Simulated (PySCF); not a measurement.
Numbering as in the mapped SMILES `[F:1][SiH:2]1[CH2:3][CH2:4]1`. Hydrogens are named by the atom that carries them. Ha(C3), Ha(C4) are cis to F1 on the ring; Hb(C3), Hb(C4) are trans to F1 on the ring.

Geometry: PBE0-D3(BJ)/def2-SVP; GIAO shifts from PySCF 2.14.0 with density-fitted response routines, gas phase, non-relativistic, averaged over equivalent atoms.

At PBE0/pcSseg-1 (100 basis functions, 5.4 s wall time on 1 thread of an Arm Neoverse V1, shared host):
```csv
atoms,δ (ppm)
F1,-242.5
Si2,-32.1
C3/C4,-2.8
H(Si2),5.08
Ha(C3)/Ha(C4),1.17
Hb(C3)/Hb(C4),0.44
```

References, each an isolated molecule treated in the same way: 19F (177.25 ppm) against CFCl3; 29Si (351.99 ppm), 13C (184.41 ppm), 1H (31.27 ppm) vs TMS.

Q: What do these become at CAM-B3LYP/pcSseg-2?

A: 
| atoms | δ at CAM-B3LYP/pcSseg-2 | change |
| --- | --- | --- |
| F1 | -228.9 | +13.6 |
| Si2 | -37.6 | -5.5 |
| C3/C4 | -3.9 | -1.1 |
| H(Si2) | 5.27 | +0.19 |
| Ha(C3)/Ha(C4) | 1.18 | +0.01 |
| Hb(C3)/Hb(C4) | 0.48 | +0.04 |

Shifts are taken against calculated references (same method and geometry level): 19F (186.01 ppm) vs CFCl3; TMS for 29Si (328.96 ppm), 13C (182.55 ppm), 1H (31.34 ppm).

The largest change is at F1 (fluorine bonded to Si). Cost: 221 basis functions, 20 s wall time on 1 thread of an Arm Neoverse V1, shared host.

Unscaled 19F shifts against computed CFCl3 carry errors that often reach 10 to 50 ppm.
